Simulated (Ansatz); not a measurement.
C2H4BNO (`BCOC#N`). The species carries charge 0 and has multiplicity 1.

| atom | x (Å) | y (Å) | z (Å) |
| --- | --- | --- | --- |
| B1 | -0.786 | 1.389 | -0.286 |
| C2 | 0.004 | 0.188 | 0.285 |
| O3 | 0.197 | -0.873 | -0.691 |
| C4 | 0.848 | -1.890 | -0.262 |
| N5 | 1.431 | -2.820 | 0.097 |
| H6 | -0.986 | 2.302 | 0.457 |
| H7 | -1.180 | 1.409 | -1.410 |
| H8 | 0.986 | 0.520 | 0.649 |
| H9 | -0.515 | -0.225 | 1.161 |

Question: What are the harmonic wavenumbers in cm⁻¹ at PBE0-D4/def2-TZVP (Ansatz, finite differences of forces, unscaled)? (An estimate is asked.)

Answer: Ansatz gave: 66, 171, 275, 347, 531, 577, 611, 748, 972, 1006, 1053, 1184, 1221, 1245, 1347, 1416, 2383, 2614, 2710, 3022, 3060.

Question: Is this a minimum?

Answer: Yes, all 21 modes are real.

Question: Give the ideal-gas thermochemistry at 298.15 K and 1 bar (rigid rotor, harmonic oscillator; point group Cs, symmetry number 1).

Answer: Zero-point energy 158.9 kJ/mol; H(298) − E = 176.7 kJ/mol; entropy 314.0 J/(mol·K), of which translation 161.6, rotation 103.7, vibration 48.7; G(298) − E = 83.1 kJ/mol. Modes under 100 cm⁻¹ are hindered rotations or soft bends, so the harmonic entropy is rough.

Question: And at 400, 500, 600, 800 and 1000 K?

Answer: 
| T (K) | H − E (kJ/mol) | S (J/mol/K) | G − E (kJ/mol) |
| --- | --- | --- | --- |
| 400 | 186.6 | 342.4 | 49.6 |
| 500 | 197.9 | 367.5 | 14.1 |
| 600 | 210.5 | 390.5 | -23.8 |
| 800 | 238.7 | 431.0 | -106.0 |
| 1000 | 270.0 | 465.9 | -195.8 |

Question: Rotational constants (cm⁻¹)?

Answer: 1.128, 0.08814, 0.083.
